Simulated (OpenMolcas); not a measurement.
## neutral neodymium: from CASSCF to CASPT2

```yaml
Program: OpenMolcas 26.06
Basis: ANO-RCC-VTZP [8s7p5d3f2g1h]
Scalar_Hamiltonian: DKH2, point nucleus
Active_space: 4 electrons in 7 orbitals (4f)
State_averaging: 2S+1 = 5 even, 35 roots; 2S+1 = 3 even, 210 roots (117 in the spin-orbit step); 2S+1 = 1 even, 196 roots (75 in the spin-orbit step)
Spin-orbit_coupling: state interaction with AMFI integrals over the reference wave functions, term energies averaged over their components
```

Methods on the same reference wave functions:
A. CASSCF
B. SS-CASPT2, IPEA 0.25 Eh, imaginary shift 0.1 Eh (closed shells correlated: 5s 5p 6s)
C. MS-CASPT2, IPEA 0.25 Eh, imaginary shift 0.1 Eh (closed shells correlated: 5s 5p 6s)

Energies in cm-1 above 4f4 6s2 5I4, the measured ground level; measured values from NIST Handbook of Basic Atomic Spectroscopic Data.

```csv
Level,A,B,C,Measured
4f4 6s2 5I4,0.0,0.0,0.0,0.0
4f4 6s2 5I5,1186,1231,1231,1128
4f4 6s2 5I6,2520,2590,2590,2367
4f4 6s2 5I7,3965,4020,4020,3682
4f4 6s2 5I8,5491,5490,5490,5049
4f4 6s2 5F1,14356,11990,11970,10119
4f4 6s2 5F2,14771,12360,12340,10469
4f4 6s2 5F3,15457,13110,13090,11118
4f4 6s2 5S2,16057,13400,13550,
4f4 6s2 5F4,16296,13840,13820,11866
4f4 6s2 3K6,17338,13960,13960,
4f4 6s2 5F5,17395,14990,14970,12895
4f4 6s2 3K7,18513,15170,15170,
4f4 6s2 3K8,19906,16560,16560,
4f4 6s2 3H4(1) [65 %],20188,15490,15490,
4f4 6s2 5G2,21382,18090,18090,
4f4 6s2 3H5(1) [68 %],22028,17420,17420,
4f4 6s2 5G4 [52 %],22961,19300,19290,
4f4 6s2 3L7,24130,20700,20700,
4f4 6s2 5G5 [71 %],24457,20980,20980,
4f4 6s2 3H6(1) [72 %],24485,19810,19810,
4f4 6s2 3D2 [58 %],24954,19390,19400,
4f4 6s2 3L8,25239,21820,21820,
4f4 6s2 3D1 [53 %],25735,20270,20270,
```

Deviations, from unrounded energies. A percentage is the sum of absolute deviations over the sum of measured energies, with the sign that they share, or ± where signs differ.

```csv
Against measurement,Levels,A,B,C
mean absolute deviation (cm-1),9,2500,1200,1200
fine structure of the ground term (%),4,+7.7,+9.0,+9.0
other terms of the ground configuration (%),5,+38.6,+17.4,+17.2
```

B, C lie about equally close to measurement and A furthest from it. The largest miss of C in the table is 4f4 6s2 5F5, by +2100 cm-1. The ranking rests on the paired levels alone, and a cruder setting can come out closer through cancelling errors.

Between B and C the level of the table that moves most is 4f4 6s2 5S2, by 150 cm-1 (lowest in B, highest in C). Moves below CASPT2's spread within the term are not significant.

The mean deviations of B to C differ by less than CASPT2's widest spread within a term (1800 cm-1), so their order carries little weight.

From A to B the spin-free energies of the other terms of 4f4 6s2 shown, above 5I, scale by factors of 0.75 to 0.85, as is usual when dynamic correlation screens the repulsion within a d or f shell.

The lowest spin-free term lies below A's lowest term by 0.430 hartree in B, 0.430 hartree in C.

Term energies are means over components that CASPT2 splits; among the terms shown or strongly mixed into the levels shown the widest spread is 1800 cm-1 (4f4 6s2 5I, C). High states are left out of the spin-orbit mixing, which shifts the levels that they would mix with. With the s shell closed, the reference lacks s² → p² mixing. The CASPT2 spread within a term exceeds the gap to the next term for 4f4 6s2 3G and 4f4 6s2 5G, 4f4 6s2 5G and 4f4 6s2 3D, so the order of their levels is uncertain, and so are names and mixing where such terms share a J (figures for B; the like holds for C). Without dynamic correlation excited terms often stand tens of per cent too high (terms of higher spin than the ground term too low), and those without a measured partner can miss by more than the paired ones (holds for A). Some terms miss by over 15 % even with CASPT2, which points to a basis or an active space too small for the shells correlated (holds for B; C). Blocks of more than 70 roots (2S+1 = 3 even, 1 even) ran without multistate coupling (holds for C). Measured partners are found by configuration, term and J. A level has none where our copy of the source lacks it or the pairing is in doubt (some pairs that miss far off the trend of their configuration count as doubtful), and it then counts in no deviation. Levels of configurations outside the active space are missing. Levels that lie high or do not pair safely by name in every column are left out.

A share in square brackets marks a mixed level and gives the weight of the term that names it, the lowest over the columns. A number in round brackets counts repeated terms of one configuration in the order of the reference energies.
